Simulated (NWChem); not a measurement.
System: SiHF cation, doublet; SMILES of the neutral closed-shell parent F[SiH]

Here is an NWChem input.

```
start job
memory heap 200 mb stack 900 mb global 1100 mb
charge 1
geometry units angstroms noautoz
  Si     0.138923     0.559288     0.000000
  H     -1.183743     1.315664     0.000000
  F     -0.030179    -1.002966     0.000000
end
basis spherical
  * library aug-cc-pvdz
end
dft
  odft
  mult 2
  xc b3lyp
  iterations 150
end
tddft
  cis
  nroots 8
end
task tddft energy
```

In the optimisation the excess spin sits in a' (Cs, its own frame). Geometry: optimised at PBE0/def2-SVP, spin-unrestricted. This spin state was assumed; another may lie lower. No stability test was run on the SCF state.

Vertical excitations in the gas phase. Excited states of an open shell can be spin-contaminated.

Q: Predict the main results of this run. (B3LYP/aug-cc-pVDZ, spin-unrestricted, TDA.) Quantities: lowest excitation (eV); oscillator strength of that lowest state; lowest state with f > 0.02 (eV); oscillator strength of that bright state; lowest empty minus highest occupied level, either spin (eV).

A: 
* **lowest excitation (eV)**: 3.28
* **oscillator strength of that lowest state**: 0.016
* **lowest state with f > 0.02 (eV)**: 5.66
* **oscillator strength of that bright state**: 0.032
* **lowest empty minus highest occupied level, either spin (eV)**: 3.46
